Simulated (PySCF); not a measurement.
**Computed vibrations of [Ho(CH3)2]+**

[Ho(CH3)2]+ (singlet in the valence; each metal's 4f electrons, 10 of them, lie in its core potential, out of spins and levels). PySCF 2.14.0, RKS PBE0, Ho lcecp-1-SVP with ECP56, C def2-SVP, H def2-SVP; non-relativistic Hamiltonian with scalar-relativistic core potentials where named; density fitting; no spin-orbit coupling. Central differences of gradients.

```xyz
9

Ho    0.0000    0.0000   -0.2332
C     1.7162    0.0000    1.2222
H     2.7171    0.0000    0.7516
H     1.6598    0.8841    1.8866
H     1.6598   -0.8841    1.8866
C    -1.7162    0.0000    1.2222
H    -2.7171    0.0000    0.7516
H    -1.6598   -0.8841    1.8866
H    -1.6598    0.8841    1.8866
```

Run from Python with OMP_NUM_THREADS=2. Where DIIS fails, smearing, a level shift and second-order steps follow.
It took 64 s on 2 threads of Arm Neoverse V1 (shared host).

**Question.** What are the harmonic wavenumbers and infrared intensities?

**Answer.** Modes are labelled in C2v; negative numbers are unstable modes, those under 60 cm⁻¹ near the noise; a finer grid moves soft modes by up to 10 cm⁻¹.
| cm⁻¹ | km/mol | symmetry |
| --- | --- | --- |
| -62 | – | a2 |
| 42 | 1.3 | b2 |
| 127 | 0.0 | a1 |
| 363 | 0.0 | a2 |
| 393 | 62.0 | b2 |
| 396 | 8.2 | b1 |
| 462 | 0.4 | a1 |
| 476 | 98.6 | b1 |
| 502 | 27.4 | a1 |
| 1160 | 3.5 | b1 |
| 1163 | 5.2 | a1 |
| 1368 | 0.0 | a2 |
| 1373 | 4.9 | b1 |
| 1377 | 26.8 | b2 |
| 1384 | 19.1 | a1 |
| 3006 | 11.3 | b1 |
| 3008 | 5.2 | a1 |
| 3106 | 0.0 | a2 |
| 3108 | 0.2 | b2 |
| 3119 | 0.0 | a1 |
| 3119 | 0.2 | b1 |

**Question.** Is this a minimum?

**Answer.** Probably not: 1 unstable, though so soft as to be near the noise; the lowest moves the atoms so:
```
Ho   0.00  0.00  0.00
C    0.00  0.03  0.00
H    0.00 -0.36  0.00
H    0.23  0.24 -0.26
H   -0.23  0.24  0.26
C    0.00 -0.03  0.00
H    0.00  0.36  0.00
H   -0.23 -0.24 -0.26
H    0.23 -0.24  0.26
```

An lcecp potential fixes the number of 4f electrons, so in runs with it no electron can move into or out of that shell.
